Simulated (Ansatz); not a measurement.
C2H9NOSi can be A, `NCCO[SiH3]`, or B, `C[SiH](N)CO`.

Calculated with Ansatz (gas phase, PBE0-D4/def2-TZVP geometries, no zero-point term in ΔE). CCSD(T)/CBS adds triple-zeta CCSD(T) − MP2 to the extrapolated MP2 energy (def2 sets, frozen cores). DFT in def2-TZVPP. B3LYP here is the variant with VWN-RPA as its local correlation; programs differ in this. One conformer a species, not always the lowest.

Q: Which isomer does CCSD(T)/CBS put lower? Give the gap. (Best estimate.)

A: The calculation gave: B, by 12.8 kcal/mol.

Q: Give E(B) − E(A) in kcal/mol with B3LYP, CCSD(T)/def2-SVP, MP2/def2-TZVPP, r2SCAN-D4, PBE-D4, LDA (SPW92), CCSD/def2-TZVPP. (Best estimate.)

A: Computed: B3LYP -11.4, CCSD(T)/def2-SVP -5.4, MP2/def2-TZVPP -12.8, r2SCAN-D4 -14.4, PBE-D4 -15.2, LDA (SPW92) -14.6, CCSD/def2-TZVPP -10.9. None reverses the order clearly.

Q: Does the order hold for the free energy at 298.15 K (harmonic terms from PBE0-D4)? (An estimate is asked.)

A: Computed: Yes: G(B) − G(A) = -12.2 kcal/mol, for one conformer each. Modes under 60 cm⁻¹, often nearly free rotors, make the harmonic entropy too high.

Largest T1 diagnostic: 0.010.

From BLYP to BHLYP (50 % exact exchange), in def2-TZVPP and without D4, E(B) − E(A) moves by +2.0 kcal/mol. The D4 term adds −0.9 kcal/mol with B3LYP and −0.5 kcal/mol with PBE0; it sums over pairs of atoms, weighted by their polarisabilities, and B3LYP, whose exchange is more repulsive, gets the larger term.
